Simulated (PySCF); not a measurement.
CH₅AlFNO, SMILES [F][Al]([OH])[NH]C. Coordinates come from a PBE-D3(BJ)/def2-SVP optimisation. The structure was generated by enumeration; whether it is a known compound was not checked. One conformer was computed; it need not be the lowest.

Method: PySCF with PBE-D3(BJ)/def2-SVP.

Harmonic wavenumbers (cm⁻¹): 108, 111, 153, 219, 262, 276, 313, 492, 580, 640, 856, 918, 1049, 1100, 1139, 1340, 1402, 1417, 1446, 2913, 2966, 3046, 3515, 3831. Rotational constants (GHz): 6.068, 2.623, 1.853; symmetry number 1.

Work out the zero-point energy and the ideal-gas rigid-rotor harmonic-oscillator thermochemistry at 298.15 K and 1 atm.

ZPE = ½ Σ hcν = ½ × 30089 cm⁻¹ = 43.02 kcal/mol. H − E(el) = 48.33 kcal/mol. Entropy in cal/(mol K): translation 39.50, rotation 26.79, vibration 17.84, total 84.14. G − E(el) = 23.24 kcal/mol. Cp = 26.27 cal/(mol K). Modes under 150 cm⁻¹ make the vibrational entropy uncertain.
